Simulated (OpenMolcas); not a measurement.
# Fe3+ in a point-charge field

Fe3+ among 6 point charges of -2 e arranged as a trigonal antiprism (D3d), 1.99 Å from the ion, with a polar angle of 53.6° against the regular 54.74°.
```
   0.0000    1.6026    1.1798  -2.00
  -1.3879   -0.8013    1.1798  -2.00
   1.3879   -0.8013    1.1798  -2.00
   0.0000   -1.6026   -1.1798  -2.00
   1.3879    0.8013   -1.1798  -2.00
  -1.3879    0.8013   -1.1798  -2.00
```

| Quantity | Value |
| --- | --- |
| Program | OpenMolcas |
| Method | SS-CASPT2, IPEA 0.25 Eh, imaginary shift 0.1 Eh (closed shells correlated: 3s 3p) |
| Basis | ANO-RCC-VDZP [5s4p2d1f] |
| Scalar Hamiltonian | DKH2, point nucleus |
| Active space | 5 electrons in 5 orbitals (3d) |
| State averaging | 2S+1 = 6 even, 1 root; 2S+1 = 4 even, 24 roots; 2S+1 = 2 even, 75 roots |
| Spin-orbit coupling | state interaction with AMFI integrals over the reference wave functions |

The lowest spin-free states (labels of D3, the rotations of D3d), above the lowest:

| State | Degeneracy | E (cm-1) | Free-ion L (%) |
| --- | --- | --- | --- |
| 6A1 | 1 | 0 | S (100) |
| 4A2 | 1 | 32790 | G (83) |
| 4E | 2 | 32950 | G (83) |
| 4A1 | 1 | 34160 | G (99) |
| 4E | 2 | 34260 | G (99) |
| 4E | 2 | 34680 | G (100) |
| 4A1 | 1 | 34790 | G (100) |
| 4A2 | 1 | 40410 | P (84) |
| 4E | 2 | 40600 | P (78) |
| 4A1 | 1 | 40820 | D (98) |
| 4E | 2 | 40960 | D (94) |
| 4E | 2 | 41830 | D (97) |
| 2E | 2 | 48430 | I (82) |
| 2A1 | 1 | 48480 | I (82) |
| 2A2 | 1 | 48980 | I (89) |
| 2A2 | 1 | 49360 | I (92) |
| 2E | 2 | 49470 | I (92) |
| 2A1 | 1 | 49660 | I (94) |
| 2E | 2 | 49700 | I (94) |
| 2E | 2 | 50150 | I (98) |

The lowest levels with spin-orbit coupling:

```json
{"E (cm-1)": "0", "Degeneracy": "6", "Label": "", "2S+1": "6", "g": ""}
{"E (cm-1)": "32770", "Degeneracy": "2", "Label": "E1/2", "2S+1": "4", "g": "2.01 4.07 4.07"}
{"E (cm-1)": "32770", "Degeneracy": "2", "Label": "E3/2", "2S+1": "4", "g": "0.00 0.00 6.15"}
{"E (cm-1)": "32900", "Degeneracy": "2", "Label": "E1/2", "2S+1": "4", "g": "0.02 0.02 7.28"}
{"E (cm-1)": "32930", "Degeneracy": "2", "Label": "E3/2", "2S+1": "4", "g": "0.00 0.00 3.38"}
{"E (cm-1)": "32950", "Degeneracy": "2", "Label": "E1/2", "2S+1": "4", "g": "0.10 2.20 2.20"}
{"E (cm-1)": "32980", "Degeneracy": "2", "Label": "E1/2", "2S+1": "4", "g": "2.00 2.00 3.96"}
{"E (cm-1)": "34110", "Degeneracy": "2", "Label": "E1/2", "2S+1": "4", "g": "1.92 1.93 1.93"}
{"E (cm-1)": "34150", "Degeneracy": "2", "Label": "E3/2", "2S+1": "4", "g": "0.00 0.00 6.05"}
{"E (cm-1)": "34230", "Degeneracy": "2", "Label": "E1/2", "2S+1": "4", "g": "1.53 3.29 3.29"}
{"E (cm-1)": "34280", "Degeneracy": "2", "Label": "E1/2", "2S+1": "4", "g": "2.45 5.45 5.45"}
{"E (cm-1)": "34290", "Degeneracy": "2", "Label": "E3/2", "2S+1": "4", "g": "0.00 0.00 7.06"}
{"E (cm-1)": "34310", "Degeneracy": "2", "Label": "E1/2", "2S+1": "4", "g": "0.01 0.01 11.29"}
{"E (cm-1)": "34660", "Degeneracy": "2", "Label": "E1/2", "2S+1": "4", "g": "2.98 2.98 3.93"}
{"E (cm-1)": "34670", "Degeneracy": "2", "Label": "E1/2", "2S+1": "4", "g": "0.63 2.66 2.66"}
{"E (cm-1)": "34680", "Degeneracy": "2", "Label": "E3/2", "2S+1": "4", "g": "0.00 0.00 1.60"}
{"E (cm-1)": "34690", "Degeneracy": "2", "Label": "E1/2", "2S+1": "4", "g": "0.15 0.15 4.59"}
{"E (cm-1)": "34790", "Degeneracy": "2", "Label": "E1/2", "2S+1": "4", "g": "1.94 3.95 3.95"}
{"E (cm-1)": "34790", "Degeneracy": "2", "Label": "E3/2", "2S+1": "4", "g": "0.00 0.00 5.88"}
{"E (cm-1)": "39930", "Degeneracy": "2", "Label": "E3/2", "2S+1": "4", "g": "0.00 0.00 4.91"}
```

Powder χT (cm3 K/mol): 4.39 at 2 K, 4.39 at 10 K, 4.39 at 50 K, 4.39 at 100 K, 4.39 at 200 K, 4.39 at 300 K. The effective moment at 300 K is 2.828 √(χT) = 5.92 μB.

The lowest level has 2S+1 = 6, for which the spin-only value is χT = S(S+1) / 2 = 4.375 cm3 K/mol (g = 2). The computed 4.385 at 300 K differs by +0.010, little more than the free-electron g of 2.0023 accounts for.

Roots that are degenerate in the reference are averaged as groups; the widest CASPT2 spread within a group is 64 cm-1 (the 2-fold group of multiplicity 2 near 56600 cm-1 above the lowest state of its run). Shifts and gaps below about the spread of the groups concerned are not significant. Free-ion shares, where given, are those of the reference states; single-state CASPT2 does not remix them. This is an electrostatic model: the charges have no orbitals. No measured value stands beside these numbers.
